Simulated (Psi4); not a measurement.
ammonia borane (H6BN), singlet, geometry from GFN2-xTB; REVPBE/6-31G* run with Psi4 1.11.

Here is a job for Psi4.
```
memory 2 GB

molecule mol {
0 1
B    -0.914919    0.112100   -0.016619
N     0.730879   -0.089551    0.013276
H    -1.313993   -0.641683   -0.847374
H    -1.091550    1.255010   -0.299746
H    -1.290050   -0.160526    1.079991
H     0.933910   -1.052864    0.251240
H     1.120083    0.534559    0.709573
H     1.100043    0.131858   -0.903521
}

set {
  basis 6-31g*
  reference rks
}

energy('revpbe')
print_variables()
```

What the program printed (banner, timings and long lists left out):

```
   => Loading Basis Set <=

    Name: 6-31G*
    Role: ORBITAL
    Keyword: BASIS

         ---------------------------------------------------------
                                   SCF
               by Justin Turney, Rob Parrish, Andy Simmonett
                          and Daniel G. A. Smith
                              RKS Reference
         ---------------------------------------------------------

  ==> Geometry <==

    Molecular point group: c1
    Full point group: C1

    Geometry (in Angstrom), charge = 0, multiplicity = 1:

       Center              X                  Y                   Z               Mass
    ------------   -----------------  -----------------  -----------------  -----------------
         B           -0.902559923619     0.110585895428    -0.016394500301    11.009305360000
         N            0.743238076381    -0.091065104572     0.013500499699    14.003074004430
         H           -1.301633923619    -0.643197104572    -0.847149500301     1.007825032230
         H           -1.079190923619     1.253495895428    -0.299521500301     1.007825032230
         H           -1.277690923619    -0.162040104572     1.080215499699     1.007825032230
         H            0.946269076381    -1.054378104572     0.251464499699     1.007825032230
         H            1.132442076381     0.533044895428     0.709797499699     1.007825032230
         H            1.112402076381     0.130343895428    -0.903296500301     1.007825032230

  Running in c1 symmetry.

  Rotational constants: A =      2.49227  B =      0.59398  C =      0.59398 [cm^-1]
  Rotational constants: A =  74716.23251  B =  17807.03540  C =  17807.03326 [MHz]
  Nuclear repulsion =   40.787994568589518

  Charge       = 0
  Multiplicity = 1
  Electrons    = 18
  Nalpha       = 9
  Nbeta        = 9

  ==> Algorithm <==

  SCF Algorithm Type is DF.
  DIIS enabled.
  MOM disabled.
  Fractional occupation disabled.
  Guess Type is SAD.
  Energy threshold   = 1.00e-06
  Density threshold  = 1.00e-06
  Integral threshold = 1.00e-12

  ==> Primary Basis <==

  Basis Set: 6-31G*
    Blend: 6-31G*
    Number of shells: 24
    Number of basis functions: 42
    Number of Cartesian functions: 42
    Spherical Harmonics?: false
    Max angular momentum: 2

  ==> DFT Potential <==

   => LibXC <=

    Version 7.1.2
    S. Lehtola, C. Steigemann, M. J. T. Oliveira, and M. A. L. Marques,  SoftwareX 7, 1–5 (2018) (10.1016/j.softx.2017.11.002)

   => Composite Functional: REVPBE <=

    revPBE GGA Exchange-Correlation Functional

    Y. Zhang and W. Yang, Phys. Rev. Lett. 80, 890, 1998

    Deriv               =              1
    GGA                 =           TRUE
    Meta                =          FALSE

    Exchange Hybrid     =          FALSE
    MP2 Hybrid          =          FALSE

   => Exchange Functionals <=

    1.0000   XC_GGA_X_PBE_R

   => Correlation Functionals <=

    1.0000     XC_GGA_C_PBE

   => LibXC Density Thresholds  <==

    XC_GGA_C_PBE:  1.00E-12
    XC_GGA_X_PBE_R:  1.00E-15

   => Molecular Quadrature <=

    Radial Scheme          =       TREUTLER
    Pruning Scheme         =           NONE
    Nuclear Scheme         =       TREUTLER

    Blocking Scheme        =         OCTREE
    BS radius alpha        =              1
    Pruning alpha          =              1
    Radial Points          =             75
    Spherical Points       =            302
    Total Points           =         172754
    Total Blocks           =           1361
    Max Points             =            256
    Max Functions          =             42
    Weights Tolerance      =       1.00E-15

   => Loading Basis Set <=

    Name: (6-31G* AUX)
    Role: JKFIT
    Keyword: DF_BASIS_SCF

  ==> Integral Setup <==

  SCF_SUBTYPE=INCORE selected. In-core MEM_DF algorithm will be used.
  Using in-core AOs.

  ==> MemDFJK: Density-Fitted J/K Matrices <==

    J tasked:                   Yes
    K tasked:                    No
    wK tasked:                   No
    Algorithm:                 Core
    Schwarz Cutoff:           1E-12
    Mask sparsity (%):       0.0000
    Fitting Condition:        1E-10

   => Auxiliary Basis Set <=

  Basis Set: (6-31G* AUX)
    Blend: CC-PVDZ-JKFIT
    Number of shells: 102
    Number of basis functions: 312
    Number of Cartesian functions: 312
    Spherical Harmonics?: false
    Max angular momentum: 3

  Minimum eigenvalue in the overlap matrix is 8.3223477242E-03.
  Reciprocal condition number of the overlap matrix is 1.2896083161E-03.
    Using symmetric orthogonalization.

  ==> Pre-Iterations <==

  SCF Guess: Superposition of Atomic Densities via on-the-fly atomic UHF (no occupation information).

   -------------------------
    Irrep   Nso     Nmo
   -------------------------
     A         42      42
   -------------------------
    Total      42      42
   -------------------------

  ==> Iterations <==

                           Total Energy        Delta E     RMS |[F,P]|

   @DF-RKS iter SAD:   -82.71877113915440   -8.27188e+01   0.00000e+00
   @DF-RKS iter   1:   -82.91212081374508   -1.93350e-01   1.67169e-02 DIIS/ADIIS
   @DF-RKS iter   2:   -82.69660964165718    2.15511e-01   2.29282e-02 DIIS/ADIIS
   @DF-RKS iter   3:   -83.16493790127913   -4.68328e-01   2.56846e-03 DIIS/ADIIS
   @DF-RKS iter   4:   -83.17101080266482   -6.07290e-03   7.75610e-04 DIIS/ADIIS
   @DF-RKS iter   5:   -83.17161359804098   -6.02795e-04   1.04375e-04 DIIS/ADIIS
   @DF-RKS iter   6:   -83.17162645615682   -1.28581e-05   1.06077e-05 DIIS
   @DF-RKS iter   7:   -83.17162654924320   -9.30864e-08   1.78038e-06 DIIS
   @DF-RKS iter   8:   -83.17162655215162   -2.90842e-09   1.14275e-07 DIIS
  Energy and wave function converged.

  ==> Post-Iterations <==

   Electrons on quadrature grid:
      Ntotal   =   18.0000347210 ; deviation = 3.472e-05

    Orbital Energies [Eh]
    ---------------------

    Doubly Occupied:

[...]
    Virtual:

[...]
    Final Occupation by Irrep:
              A
    DOCC [     9 ]
    NA   [     9 ]
    NB   [     9 ]

  @DF-RKS Final Energy:   -83.17162655215162

   => Energetics <=

    Nuclear Repulsion Energy =             40.7879945685895180
    One-Electron Energy =                -191.2294435039632958
    Two-Electron Energy =                  80.4660621129295066
    DFT Exchange-Correlation Energy =     -13.1962397297073455
    Empirical Dispersion Energy =           0.0000000000000000
    VV10 Nonlocal Energy =                  0.0000000000000000
    Total Energy =                        -83.1716265521516220

Computation Completed

Properties will be evaluated at   0.000000,   0.000000,   0.000000 [a0]

Properties computed using the SCF density matrix

 Multipole Moments:

 ------------------------------------------------------------------------------------
     Multipole            Electronic (a.u.)      Nuclear  (a.u.)        Total (a.u.)
 ------------------------------------------------------------------------------------

 L = 1.  Multiply by 2.5417464519 to convert [e a0] to [Debye]
 Dipole X            :          1.7230130            0.4203967            2.1434097
 Dipole Y            :         -0.2111275           -0.0515080           -0.2626356
 Dipole Z            :          0.0312725            0.0076364            0.0389089
 Magnitude           :                                                    2.1597908

 ------------------------------------------------------------------------------------

  Variable Map:
  ----------------------------------------------------------------------------
[...]
  Array Variable Map:
  ----------------------------------------------------------------------------
[...]
[...]
```
